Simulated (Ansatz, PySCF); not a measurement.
Species: CBrF$_{2}$, charge 0, doublet. CBrF2 (SMILES F[C](F)Br, doublet).
B3LYP-D3(BJ)/def2-TZVP minimum from Ansatz (a first-principles code):
```xyz
4

C     -0.9787    -0.0231    -0.1195
F     -1.5361    -0.6673     0.8898
F     -1.4489     1.2092    -0.1878
Br     0.9354    -0.1354    -0.1600
```
Charge 0, spin multiplicity 2.

Atomisation energy term by term, kcal/mol (programs: Ansatz). Radicals and triplets start from unrestricted determinants; spin-orbit coupling is neglected. Correlated methods leave the cores frozen (noble-gas shells, and filled d and f shells in the p block). No relativity. CBS(X,Y): correlation extrapolated as X^-3, Hartree-Fock from the larger set. A bracket is a step between two methods taken in the basis named. Spin-orbit terms, left out, reach several kcal/mol for Br and I, and more for heavier atoms.

| term | basis | kcal/mol |
|---|---|---|
| Hartree-Fock | cc-pVQZ | 181.86 |
| CCSD correlation | CBS(cc-pVTZ,cc-pVQZ) | 101.28 |
| (T) | CBS(cc-pVTZ,cc-pVQZ) | 11.14 |
| CCSDT(Q) - CCSD(T) | cc-pVDZ | 0.79 |
| minus zero-point energy | Hessian by PySCF at B3LYP-D3(BJ)/def2-TZVP | -6.02 |
| sum: D0 |  | 289.1 |
